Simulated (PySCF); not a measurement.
Compound: C₅H₅F₃.
Cartesian coordinates in Å at the GFN2-xTB level; atoms count from 1:
```
atom  x, y, z in Å
C1     2.5781    0.3907    0.8931
C2     1.3176    0.1167    0.2451
C3     0.2848   -0.1168   -0.3147
C4    -0.9970   -0.3844   -0.9416
C5    -2.1298   -0.1198    0.0370
F6    -3.3286   -0.3642   -0.5232
F7    -2.1641    1.1511    0.4599
F8    -2.0600   -0.8901    1.1312
H9     2.4286    0.4605    1.9697
H10    2.9868    1.3325    0.5291
H11    3.2864   -0.4099    0.6838
H12   -1.1445    0.2639   -1.8097
H13   -1.0627   -1.4297   -1.2560
```

The closed-shell ground state was solved at several levels (PySCF, density fitting, gas phase, non-relativistic).

```csv
level,basis functions,HOMO (eV),LUMO (eV),gap (eV),dipole (D)
B3LYP/pcJ-1,266,-7.49,0.74,8.23,2.55
CAM-B3LYP/def2-SVPD,209,-9.14,1.12,10.26,2.71
```

(1) What might PBE0/pcSseg-1 (161 basis functions) give for the same quantities?

(2) Over all these levels, which gives the widest orbital gap and which the narrowest?

(3) How far do the dipole and the HOMO energy spread over the levels?

Results:

(1) HOMO -7.73 eV, LUMO 0.99 eV, gap 8.72 eV, dipole 2.56 D.

(2) CAM-B3LYP/def2-SVPD (range-separated hybrid) has the widest, 10.26 eV, and B3LYP/pcJ-1 (global hybrid, 20 % exact exchange) the narrowest, 8.23 eV. Functional and basis both differ between the two, so the spread mixes both effects.

(3) The dipole runs from 2.55 to 2.71 D (mean 2.61 D) and the HOMO from -9.14 to -7.49 eV.
